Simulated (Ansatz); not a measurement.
Program: Ansatz. Geometries: PBE0-D4/def2-TZVP. ΔE: electronic, gas phase. CBS: MP2 limit from def2 TZ/QZ plus the TZ coupled-cluster correction, frozen cores. This one scheme is used for every species. Functionals use def2-TZVPP. B3LYP here is the variant with VWN-RPA as its local correlation; programs differ in this. Each species was taken in one conformer, which may not be the lowest.

Consider the formal hydrolysis of the Si–C bond: `C[SiH2]S[SiH2]F` + H₂O → `O[SiH2]S[SiH2]F` + CH₄.

`C[SiH2]S[SiH2]F`:

Cartesian coordinates in Å:
```
C 1.149 0.658 1.371
Si 0.384 -0.926 0.765
S -1.679 -0.644 0.207
Si -1.379 0.156 -1.721
F -0.606 1.558 -1.652
H 2.186 0.487 1.673
H 1.135 1.412 0.581
H 0.598 1.048 2.229
H 0.352 -1.960 1.830
H 1.116 -1.452 -0.417
H -0.540 -0.733 -2.556
H -2.715 0.393 -2.309
```

H₂O:

```xyz
3

O    -0.023    0.172   -0.349
H    -0.667   -0.412    0.059
H     0.690    0.241    0.290
```

`O[SiH2]S[SiH2]F`:

Z-matrix (Å, degrees):
```
Si
S 1 2.144
O 1 1.639 2 112.9
H 1 1.483 2 104.0 3 121.7
H 1 1.477 2 110.6 3 -117.5
Si 2 2.119 1 98.0 3 77.8
H 3 0.959 1 118.1 2 55.7
F 6 1.597 2 110.7 1 87.2
H 6 1.479 2 110.8 1 -31.6
H 6 1.478 2 107.7 1 -155.4
```

CH₄:

Cartesian coordinates in Å:
```
C 0.000 0.000 0.000
H -0.501 0.864 0.437
H 0.934 -0.185 0.530
H 0.211 0.196 -1.051
H -0.645 -0.874 0.084
```

Question: Is it downhill or uphill in electronic energy at CCSD(T)/CBS, and by how much? (Best estimate.)

Answer: The calculation gave: Downhill: ΔE = -0.99 eV.

Question: What do these levels give: B3LYP-D4, r2SCANh-D4, ωB97X-V, BHLYP, HF/def2-SVP, HF/def2-TZVPP? (Best estimate.)

Answer: Ansatz gave: B3LYP-D4 -1.04, r2SCANh-D4 -1.04, ωB97X-V -1.02, BHLYP -1.12, HF/def2-SVP -1.07, HF/def2-TZVPP -1.18 eV.

Largest T1 diagnostic among the species: 0.012.

Leaving LDA and LC-ωPBE aside and taking each functional with its dispersion term where it has one, the values, not all of them listed here, spread over 0.17 eV, from B2PLYP to revPBE-D4. The D4 term adds +0.05 eV with B3LYP and +0.03 eV with PBE0; it sums over pairs of atoms, weighted by their polarisabilities, and B3LYP, whose exchange is more repulsive, gets the larger term.
